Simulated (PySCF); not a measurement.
Simulated outer-valence photoelectron spectrum of `FC(OC=O)(F)F`. The calculation used EOM-IP-CCSD/aug-cc-pVDZ in PySCF, restricted Hartree–Fock reference, 7 core orbitals frozen, non-relativistic, gas phase, PBE0-D3(BJ)/def2-SVP geometry.

Each root has a Gaussian of 0.4 eV full width with its one-hole share as area; cross sections and vibrations are left out, and the highest printed point is 100.

```tsv
ionisation energy (eV)	intensity
11.4	0
11.5	2
11.6	9
11.7	24
11.8	44
11.9	58
12.0	53
12.1	35
12.2	16
12.3	5
12.4	1
12.5	0
12.6	0
12.7	1
12.8	4
12.9	13
13.0	30
13.1	50
13.2	58
13.3	48
13.4	28
13.5	12
13.6	3
13.7	1
13.8	0
13.9	0
14.0	0
14.1	0
14.2	0
14.3	3
14.4	9
14.5	24
14.6	45
14.7	58
14.8	53
14.9	35
15.0	16
15.1	6
15.2	4
15.3	11
15.4	28
15.5	56
15.6	83
15.7	97
15.8	93
15.9	77
16.0	64
16.1	62
16.2	63
16.3	54
16.4	38
16.5	28
16.6	39
16.7	64
16.8	90
16.9	100
17.0	87
17.1	59
17.2	30
17.3	11
17.4	3
17.5	1
```

Problem. Where are the maxima, and how many lines lie under the curve?

Solution. 6 maxima, at 11.9, 13.2, 14.7, 15.7, 16.2 and 16.9 eV, from 8 lines. At this width some lines have no maximum of their own.

Problem. List the lines with their holes.

Solution. 
| E (eV) | leading hole (HF orbital) | area | Koopmans (eV) |
| --- | --- | --- | --- |
| 11.93 | HOMO | 0.95 | 13.70 |
| 13.20 | HOMO-1 | 0.94 | 14.59 |
| 14.73 | HOMO-2 | 0.95 | 16.83 |
| 15.62 | HOMO-4 | 0.95 | 18.34 |
| 15.82 | HOMO-3 | 0.94 | 17.77 |
| 16.22 | HOMO-5 | 0.95 | 18.69 |
| 16.80 | HOMO-6 | 0.94 | 18.96 |
| 16.99 | HOMO-7 | 0.94 | 19.28 |

The widest gap, 1.53 eV, lies between 13.20 and 14.73 eV. Only orbitals with −ε under 21 eV, eight at most, were ionised, so the high end of the curve may lack lines.

The values belong to the conformer `[O:1]=[CH:2][O:3][C:4]([F:5])([F:6])[F:7]`: O1–C2–O3–C4 -1°, C2–O3–C4–F5 -60°.
